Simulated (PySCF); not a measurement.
Compound: CH5BN2.
Z-matrix (Å and degrees, PBE0-D3(BJ)/def2-SVP geometry), rows numbered from 1:
```
C 
N   1  1.2503
B   2  1.4131  1  143.87
N   3  1.4048  2  122.51  1    91.99
H   1  1.1101  2  123.72  3    -1.60
H   1  1.1063  2  121.15  3   178.42
H   3  1.2125  2  117.98  1   -92.42
H   4  1.0108  3  123.38  2    -1.74
H   4  1.0089  3  122.02  2   172.33
```

All values: wB97X-D/def2-SVPD (PySCF, non-relativistic), on one gas-phase PBE0-D3(BJ)/def2-SVP geometry that isn't relaxed in the solvent. The solvent is an IEF-PCM continuum (van der Waals radii × 1.2), and excitations are vertical TDDFT with non-equilibrium linear response and a frozen core. The model holds no explicit solvent molecules, cavitation or dispersion.

Gas-phase singlets (H = HOMO, L = LUMO):

```json
{"state": "S1", "E (eV)": "4.233", "λ (nm)": "293", "f": "0.000", "leading configuration": "H→L 90%"}
{"state": "S2", "E (eV)": "6.540", "λ (nm)": "190", "f": "0.046", "leading configuration": "H→L+1 83%"}
{"state": "S3", "E (eV)": "7.093", "λ (nm)": "175", "f": "0.048", "leading configuration": "H→L+2 54%"}
{"state": "S4", "E (eV)": "7.381", "λ (nm)": "168", "f": "0.064", "leading configuration": "H-1→L 49%"}
{"state": "S5", "E (eV)": "7.718", "λ (nm)": "161", "f": "0.009", "leading configuration": "H→L+3 47%"}
```

Task: What are the lowest 5 singlets in acetonitrile (ε = 35.69)?

Result: 
```tsv
state	E (eV)	λ (nm)	f	leading configuration	change by rank (eV)
S1	4.311	288	0.000	H→L 90%	+0.078
S2	6.555	189	0.073	H→L+1 80%	+0.015
S3	7.125	174	0.121	H→L+2 59%	+0.032
S4	7.343	169	0.094	H-1→L 59%	-0.038
S5	7.767	160	0.421	H-2→L 92%	+0.049
```

Task: The ground-state energy changes by -0.191 eV from gas to acetonitrile. By how much does the total energy of gas-phase S1 change?

Result: E(S1) = E(S0) + excitation energy, so it changes by -0.191 + 0.078 = -0.113 eV: it is lowered less than the ground state, which is what a blue shift means. This is the vertical state, with the slow part of the continuum still set for S0.

Task: How do the frontier levels move from gas to acetonitrile?

Result: 
```
orbital  gas (eV)  solvent (eV)  change (eV)
 LUMO+2      2.78          2.79        +0.01
 LUMO+1      2.19          2.21        +0.02
   LUMO      1.22          1.25        +0.03
   HOMO     -8.66         -8.71        -0.05
 HOMO-1    -10.60        -10.62        -0.02
 HOMO-2    -10.74        -10.83        -0.09
 HOMO-3    -12.63        -12.72        -0.09
```

The HOMO–LUMO gap goes from 9.88 to 9.96 eV. Rows go by rank; for LUMO+2 the atom shares or the degeneracy differ between the runs, so the row needn't follow one orbital.

On one thread of an Intel Xeon at 2.50 GHz, no GPU, shared host with 64 logical CPUs at a one-minute load of 63, this took 16 s of wall time and 0.56 GiB of memory at its peak. This is the whole response run at wB97X-D/def2-SVPD in acetonitrile, SCF included.

The pairwise dispersion term of wB97X-D wasn't added to the energies; at a given geometry it leaves orbitals and properties as they are.
